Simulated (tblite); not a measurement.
Start geometry of `C(=C\C=O)(/CC#N)F` from a force field or distance geometry (Å):
```
atom  x, y, z in Å
N1    -3.098    1.254   -0.621
C2    -2.354    0.440   -0.315
C3    -1.393   -0.622    0.080
C4    -0.087   -0.009    0.463
F5    -0.045    0.705    1.623
C6     1.041   -0.188   -0.226
C7     2.306    0.425    0.236
O8     3.354    0.247   -0.372
H9    -1.792   -1.192    0.925
H10   -1.284   -1.325   -0.749
H11    1.100   -0.765   -1.140
H12    2.254    1.030    1.158
```

What comes out of this run: tblite 0.8.0, GFN2-xTB geometry optimisation, gas phase?

```
atom  x, y, z in Å
N1    -2.880    1.251   -0.845
C2    -2.242    0.413   -0.408
C3    -1.421   -0.645    0.148
C4    -0.075   -0.098    0.521
F5    -0.061    0.465    1.738
C6     1.025   -0.120   -0.232
C7     2.307    0.447    0.191
O8     3.307    0.420   -0.477
H9    -1.923   -1.033    1.040
H10   -1.321   -1.438   -0.596
H11    0.994   -0.575   -1.210
H12    2.291    0.912    1.193
```

The energy falls by 11.8 kJ/mol over 80 L-BFGS steps, the largest force on an atom goes from 1.78 to 0.007 eV/Å, and the atoms move by 0.187 Å rms after alignment. The bond that changes most is C2–C3 (nitrile carbon to sp3 carbon next to a nitrile), which shortens by 0.037 Å. Bonds longer at the end by more than 0.005 Å: 1 of 11; shorter: 4. Among the angles that change most is C3–C4–F5, from 117.4° to 112.9°. Among the dihedrals that turn most is H9–C3–C4–C6, from 125° to 147°. Rotational constants go from 5151, 956.1, 904.0 to 4482, 1016, 927.6 MHz. The orientation of the end geometry is arbitrary; only internal coordinates are fixed.

Its GFN2-xTB frequencies are all real (lowest 27 cm⁻¹). The numbers are those of one conformer.

These are computed values.
